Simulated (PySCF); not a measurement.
Q: What does the PBE0-D3(BJ)/def2-SVP structure of `[PH2][GeH]1[CH2]CCC[CH2]1` look like in three dimensions?

A: 
```xyz
20
C5H13GeP angstrom
P      2.5679   -0.2317    1.1662
Ge     1.0228    1.0501   -0.0231
C      0.4625    0.0075   -1.5882
C     -0.3878   -1.1855   -1.1440
C     -1.6071   -0.8167   -0.2967
C     -1.2908   -0.2397    1.0849
C     -0.6148    1.1325    1.0544
H      3.6216   -0.0402    0.2192
H      3.0004    0.8510    1.9928
H      1.5684    2.4474   -0.3932
H     -0.1242    0.6758   -2.2421
H      1.3363   -0.3221   -2.1718
H      0.2408   -1.8931   -0.5721
H     -0.7277   -1.7429   -2.0337
H     -2.2272   -1.7186   -0.1663
H     -2.2344   -0.0974   -0.8559
H     -0.6491   -0.9564    1.6292
H     -2.2261   -0.1740    1.6670
H     -0.3971    1.4950    2.0713
H     -1.2828    1.8772    0.5876
```

Any rigid rotation of these coordinates is as good. Atoms count from 1 in this order. Ge2 (germanium bonded to 2 C, P and H) is distorted tetrahedral (angles from 102.8° to 113.0°). P1 (three-coordinate phosphorus) is pyramidal (angles 94.5°, 94.4° and 93.4°, sum 282.3°, 0.86 Å off the plane of its three neighbours). All 4 C–C bonds measure 1.530 to 1.531 Å. The 6-membered ring Ge2–C3–C4–C5–C6–C7 has internal angles of 102.8° to 115.2° (sum 667°, against 720° for a flat polygon); it is puckered, 0.24 Å rms from its mean plane, widest ring torsion 67°.

Bonds between heavy atoms (Å): P1–Ge2 2.333, Ge2–C3 1.962, C3–C4 1.531, C4–C5 1.530, C5–C6 1.530, C6–C7 1.530, Ge2–C7 1.962.

Method used: PBE0-D3(BJ)/def2-SVP geometry optimisation, gas phase (PySCF 2.14.0).

Point group: near Cs, missed by 0.20 Å at most; the miss may be what the optimiser left on a soft mode. No frequency check. The numbers are those of one conformer (H–P1–Ge2–C3 73° and 167°, P1–Ge2–C3–C4 70°, Ge2–C3–C4–C5 56°, C3–C4–C5–C6 -67°, C4–C5–C6–C7 67°).
